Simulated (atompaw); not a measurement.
## Before and after: PAW (atompaw) potential for S (Z = 16)

atompaw 4.2.0.5 input, output lines left out:

```
S 16
LDA-PW scalarrelativistic loggrid 1500 logderivrange -3 5 201
3 3 0 0 0 0
3 1 4
0 0 0
c
c
v
c
v
1
1.45 1.15 1.25 1.20
y
3.3
n
y
4.85
n
custom rrkj gramschmidtortho sinc
2 0 troulliermartins
1.45
1.45
1.45
1.45
```

Change: all radii scaled by about 1.09 (s 1.58, p 1.58 bohr); local potential troulliermartins scheme with l = 2 at 0 Ry, radius 1.36 bohr; augmentation sinc compensation charge, radius 1.26 bohr; PAW radius 1.58 bohr; waves and projectors: custom rrkj gramschmidtortho; core correction smooth core density matched at 1.30 bohr.

Cutoffs: the cutoffs (Ry, on a coarse ladder) from which the occupation-weighted sum of valence levels, in a spherical-Bessel basis at the reference potential, stays within 10 and 1 mRy of its value at 400 Ry; they do not see the model core or the augmentation charge, which bear on the density cutoff.

Task: What does the change do?

Result: The potential gets softer (18 Ry and 35 Ry → 18 Ry and 30 Ry); neither file shows a bound ghost. A larger radius leaves more room for a smooth pseudo-wave, so fewer plane waves are needed.

```tsv
quantity	base	changed
cutoff, loose	18 Ry	18 Ry
cutoff, tight	35 Ry	30 Ry
loose cutoff by channel (10 mRy a level)	s 10 Ry, p 12 Ry	s 6 Ry, p 15 Ry
bound ghosts	none	none
lowest overlap eigenvalue by channel	s 0.41, p 0.67	s 0.43, p 0.65
```

 The cutoffs see the waves, projectors and local potential, not the compensation charge or the core.
